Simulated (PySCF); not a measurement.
Several orderings of computed values.

Species are written as SMILES; each is one conformer at its optimised geometry, gas phase, non-relativistic unless stated. Electronic properties by PySCF.

Dipoles, sizes and rotational constants follow the conformer. The torsions of the flexible species, by atom-mapped SMILES:
- `[CH2:1]=[C:2]1[CH2:3][C@@:4]1([CH:5]=[O:6])[C:7]([NH2:8])=[O:9]`: C3–C4–C5–O6 164°, C3–C4–C7–N8 -175°, H–N8–C7–C4 13°, H–N8–C7–C4 176°
- `[CH3:1][O:2][c:3]1[cH:4][cH:5][cH:6][cH:7][n+:8]1[O-:9]`: C1–O2–C3–C4 180°
- `[CH3:1][S:2][C:3]1=[CH:4][CH:5]=[CH:6][CH2:7][CH+:8]1`: C1–S2–C3–C4 1°

**Question.** Rank by static isotropic polarisability, lowest first (PBE0/def2-SVPD at GFN2-xTB geometries).
A. `CSC1=CC=CC[CH+]1`
B. `C#C/C=C(/F)C#CC(F)(F)F`
C. `C=C1C[C@@]1(C=O)C(N)=O`
D. `COc1cccc[n+]1[O-]`

**Answer.** C (84.3 au), D (89.1 au), B (90.7 au), A (102.5 au).

**Question.** By how much do the two ends of that ranking differ?

**Answer.** By 18.2 au, between `CSC1=CC=CC[CH+]1` and `C=C1C[C@@]1(C=O)C(N)=O`.

**Question.** Rank by smallest rotational constant, highest first (GFN2-xTB).
A. `COc1cccc[n+]1[O-]`
B. `C#C/C=C(/F)C#CC(F)(F)F`
C. `CSC1=CC=CC[CH+]1`
D. `N#C[C@H]1CCS1`

**Answer.** D (1.822 GHz), A (1.045 GHz), C (0.901 GHz), B (0.453 GHz).

**Question.** By how much do the two ends of that ranking differ?

**Answer.** By 1.369 GHz, between `N#C[C@H]1CCS1` and `C#C/C=C(/F)C#CC(F)(F)F`.

**Question.** Rank by lowest singlet excitation, lowest first (TDDFT PBE0/def2-SVPD at GFN2-xTB geometries).
A. `C=C1C[C@@]1(C=O)C(N)=O`
B. `C#C/C=C(/F)C#CC(F)(F)F`
C. `c1c([n+](ccc1)[O-])OC`
D. `CSC1=CC=CC[CH+]1`

**Answer.** D (1.71 eV), C (4.21 eV), A (4.45 eV), B (4.61 eV).

**Question.** Give the two extremes of that set as wavelengths.

**Answer.** `CSC1=CC=CC[CH+]1`: 726 nm; `C#C/C=C(/F)C#CC(F)(F)F`: 269 nm.
